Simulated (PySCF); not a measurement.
**Electron correlation in Sb⁺ (antimony, charge +1)**

[Kr] 4d10 5s2 5p1 6s1, high-spin 3P determinant (an excited configuration). Calculation: PySCF 2.14, in x2c-TZVPPall with one added diffuse shell each of s, p, d, f type (9s7p5d3f, 76 functions); the spin-free X2C one-electron Hamiltonian (Gaussian nucleus). Frozen: [Ar] 3d10; 22 electrons correlated.

```
  level  correlation energy (mhartree)
   CCSD                        -363.24
    (T)                          -8.03
CCSD(T)                        -371.27
```

Diagnostics: T1 = 0.011, D1 = 0.0548, largest double amplitude 0.071.

Question: Is a single reference adequate?

Answer: Mostly. T1 lies below 0.03, but a double amplitude of this size points to a near-degeneracy that CCSD handles and MP2 describes poorly.

This basis was not built for core-valence correlation, so the inner-shell part is incomplete.
